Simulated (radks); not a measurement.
Initial-state core-level shifts of the ytterbium ion Yb+ when its valence configuration changes from [Xe] 4f14 6s1. All-electron calculation, Dirac Kohn-Sham, PBE, spin-unpolarised, spherical densities, point nucleus; open shells are shared between the two j in proportion to 2j + 1. Program: a radial shooting solver on a logarithmic mesh with Libxc functionals. Shifts are changes of the shell-averaged eigenvalues in eV (positive: less bound).

4f13 5d1 6s1: 1s -6.754; 2p -7.167; 3d -7.897; 4d -7.399
4f12 5d2 6s1: 1s -14.339; 2p -15.269; 3d -16.948; 4d -15.612
4f13 5d1 6p1: 1s -8.179; 2p -8.572; 3d -9.294; 4d -8.805
4f14 6p1: 1s -1.483; 2p -1.461; 3d -1.441; 4d -1.459
4f13 6s1 6p1: 1s -10.294; 2p -10.790; 3d -11.476; 4d -11.019
4f14 5d1: 1s +1.276; 2p +1.344; 3d +1.319; 4d +1.359
4f12 5d1 6s2: 1s -16.684; 2p -17.727; 3d -19.376; 4d -18.054
4f12 6s2 6p1: 1s -20.754; 2p -21.914; 3d -23.511; 4d -22.200
4f13 6s2: 1s -8.825; 2p -9.337; 3d -10.033; 4d -9.567
